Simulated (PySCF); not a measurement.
Screening by computed properties: pick the candidate that meets the target.

Each SMILES stands for a single optimised conformer of the isolated species, non-relativistic unless stated. Electronic properties by PySCF.

Dipoles, sizes and rotational constants follow the conformer. The torsions of the flexible species, by atom-mapped SMILES:
- `[CH3:1][S:2][CH2:3][C:4]([F:5])([F:6])[F:7]`: C1–S2–C3–C4 -81°, S2–C3–C4–F5 -176°
- `[CH2:1]=[CH:2][CH2:3][CH2:4][O:5][C:6]([F:7])([F:8])[F:9]`: C1–C2–C3–C4 -120°, C2–C3–C4–O5 -68°, C3–C4–O5–C6 177°, C4–O5–C6–F7 -60°
- `[Cl:1][C@@H:2]1[SiH2:3][CH:4]=[C:5]1[CH:6]1[CH2:7][CH2:8][CH2:9]1`: C4–C5–C6–C7 116°

The conformers of `C/C=C/[Si@H]1CCN[SiH2]N1` and `CC1=CP1C1=CCCC1` aren't listed.

**Question.** Wanted: HOMO energy above -6.8 eV (PBE0/pcSseg-1) and HOMO–LUMO gap below 6.5 eV (PBE0/pcSseg-1), at GFN2-xTB geometries. Which candidate meets both?
A. `CSCC(F)(F)F`
B. `Cl[C@@H]1[SiH2]C=C1C1CCC1`
C. `C=CCCOC(F)(F)F`
D. `CC1=CP1C1=CCCC1`
E. `C/C=C/[Si@H]1CCN[SiH2]N1`

**Answer.** D. Computed values:
```
                  species  HOMO energy  HOMO–LUMO gap
           C=CCCOC(F)(F)F     -7.87 eV        7.95 eV
Cl[C@@H]1[SiH2]C=C1C1CCC1     -7.45 eV        7.08 eV
              CSCC(F)(F)F     -6.95 eV        7.64 eV
 C/C=C/[Si@H]1CCN[SiH2]N1     -6.73 eV        6.78 eV
          CC1=CP1C1=CCCC1     -6.41 eV        6.20 eV
```
